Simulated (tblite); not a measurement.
A geometry optimisation, step by step.

Species: C6H11ClO2.
Numbering: `[CH3:1][O:2][CH2:3][C:4]([CH3:5])([CH3:6])[C:7](=[O:8])[Cl:9]` (hydrogens: H10, H11, H12 on C1; H13, H14 on C3; H15, H16, H17 on C5; H18, H19, H20 on C6)

Computed with GFN2-xTB (tblite), gas phase: L-BFGS steps from a force-field or distance-geometry start until the largest atomic force falls under 0.01 eV/Å. 4 of its 40 geometries are shown.

Step 0: E = -847.1228 eV, largest atomic force 3.279 eV/Å
```
atom  x, y, z in Å  |  force x, y, z in eV/Å
C1      2.856    0.175    0.464   -0.840  -0.129   0.051
O2      1.529   -0.355    0.358    0.497   0.068   0.117
C3      0.599    0.623   -0.054   -0.111  -0.200   0.080
C4     -0.828    0.023   -0.164   -0.014  -0.508   0.522
C5     -1.253   -0.514    1.233   -0.291   0.344   0.087
C6     -0.825   -1.135   -1.179    0.023  -0.292  -0.122
C7     -1.781    1.135   -0.620    1.988   2.059  -0.111
O8     -1.379    2.279   -0.836   -1.719  -2.767   0.377
Cl9    -3.445    0.634   -0.787    0.387   0.335  -0.026
H10     2.872    0.985    1.207    0.060  -0.010  -0.164
H11     3.182    0.541   -0.511    0.090   0.130  -0.005
H12     3.518   -0.621    0.794   -0.158  -0.119  -0.019
H13     0.899    1.020   -1.024    0.017   0.139  -0.314
H14     0.603    1.456    0.658   -0.113   0.082   0.085
H15    -2.235   -0.993    1.195    0.150   0.083  -0.157
H16    -1.323    0.305    1.965    0.116  -0.221  -0.331
H17    -0.540   -1.247    1.615    0.026   0.228  -0.314
H18    -1.795   -1.637   -1.240    0.110   0.242   0.120
H19    -0.577   -0.762   -2.173    0.017  -0.005   0.072
H20    -0.081   -1.902   -0.906   -0.238   0.540   0.050
```

Step 13: E = -847.3260 eV, largest atomic force 0.103 eV/Å
```
atom  x, y, z in Å  |  force x, y, z in eV/Å
C1      2.826    0.168    0.464    0.014  -0.012   0.008
O2      1.528   -0.356    0.363    0.023  -0.005   0.009
C3      0.603    0.617   -0.051    0.009   0.003  -0.001
C4     -0.806    0.007   -0.147   -0.027   0.020  -0.006
C5     -1.256   -0.505    1.225    0.000   0.004   0.010
C6     -0.823   -1.128   -1.174    0.007  -0.006  -0.006
C7     -1.718    1.117   -0.599   -0.095  -0.040   0.002
O8     -1.431    2.242   -0.837   -0.033   0.020  -0.014
Cl9    -3.403    0.607   -0.773    0.050   0.007   0.006
H10     2.870    0.985    1.194   -0.007  -0.007   0.005
H11     3.178    0.548   -0.504   -0.007  -0.010  -0.004
H12     3.471   -0.644    0.790   -0.003  -0.033   0.006
H13     0.890    1.017   -1.035    0.016   0.033   0.003
H14     0.588    1.454    0.663    0.015   0.022  -0.015
H15    -2.229   -0.981    1.157   -0.009   0.000  -0.010
H16    -1.312    0.312    1.939    0.004   0.010   0.015
H17    -0.527   -1.229    1.578    0.025  -0.005  -0.001
H18    -1.800   -1.599   -1.211   -0.005   0.005   0.000
H19    -0.574   -0.752   -2.163    0.005  -0.004  -0.014
H20    -0.080   -1.866   -0.883    0.018  -0.004   0.005
```

Step 26: E = -847.3302 eV, largest atomic force 0.051 eV/Å
```
atom  x, y, z in Å  |  force x, y, z in eV/Å
C1      2.823    0.146    0.469    0.009  -0.004   0.003
O2      1.513   -0.347    0.363   -0.001   0.009  -0.004
C3      0.602    0.640   -0.057   -0.003  -0.004  -0.002
C4     -0.807    0.026   -0.153    0.013  -0.006   0.005
C5     -1.243   -0.495    1.221   -0.001  -0.004   0.005
C6     -0.812   -1.117   -1.173    0.003  -0.001   0.001
C7     -1.748    1.111   -0.603    0.038   0.033   0.006
O8     -1.490    2.243   -0.848   -0.008   0.000  -0.005
Cl9    -3.418    0.562   -0.763   -0.008  -0.007  -0.001
H10     2.886    0.958    1.204   -0.011  -0.001   0.007
H11     3.189    0.520   -0.494   -0.011  -0.007  -0.007
H12     3.444   -0.686    0.795    0.001  -0.017   0.005
H13     0.902    1.038   -1.038   -0.028   0.012   0.012
H14     0.595    1.477    0.659   -0.019  -0.001  -0.027
H15    -2.214   -0.977    1.155   -0.004  -0.010   0.009
H16    -1.301    0.317    1.943    0.008   0.011  -0.006
H17    -0.506   -1.216    1.562    0.004   0.002   0.010
H18    -1.788   -1.592   -1.208    0.006  -0.010  -0.007
H19    -0.563   -0.750   -2.167    0.005   0.010   0.006
H20    -0.067   -1.847   -0.872    0.007  -0.003  -0.009
```

Step 39: E = -847.3311 eV, largest atomic force 0.007 eV/Å
```
atom  x, y, z in Å  |  force x, y, z in eV/Å
C1      2.820    0.139    0.471    0.000  -0.001   0.000
O2      1.507   -0.343    0.360    0.002  -0.007   0.001
C3      0.598    0.645   -0.059    0.000  -0.005   0.001
C4     -0.809    0.027   -0.152   -0.004   0.001   0.000
C5     -1.239   -0.492    1.224    0.001   0.001  -0.003
C6     -0.807   -1.115   -1.175    0.000   0.002   0.002
C7     -1.751    1.110   -0.603   -0.006  -0.002  -0.002
O8     -1.498    2.242   -0.849   -0.002   0.006  -0.001
Cl9    -3.421    0.554   -0.762    0.003   0.001   0.001
H10     2.887    0.948    1.208   -0.001   0.002  -0.001
H11     3.191    0.510   -0.492   -0.001   0.001   0.000
H12     3.432   -0.700    0.797   -0.001   0.000   0.000
H13     0.893    1.045   -1.041    0.002  -0.002   0.000
H14     0.588    1.484    0.653    0.002  -0.001   0.002
H15    -2.209   -0.979    1.165    0.005   0.000   0.002
H16    -1.296    0.324    1.941   -0.001  -0.002  -0.005
H17    -0.497   -1.208    1.567   -0.001   0.004   0.002
H18    -1.779   -1.597   -1.214    0.004  -0.001   0.000
H19    -0.557   -0.742   -2.166   -0.002   0.001   0.003
H20    -0.057   -1.841   -0.876    0.001   0.002  -0.004
```

**Question.** Summarise the path.

**Answer.** The energy falls by 4.80 kcal/mol from step 0 to step 39; nine tenths of that is first reached at step 4. It falls at every step. The largest force goes from 3.279 to 0.007 eV/Å. Among the bonds C7=O8 changes most, from 1.232 to 1.186 Å; the atoms move by 0.058 Å rms after alignment.

What follows is the cost of the whole relaxation. On an Arm Neoverse V1 with one thread, no GPU, shared host with 32 logical CPUs at a one-minute load of 30, this took 0.35 s wall.
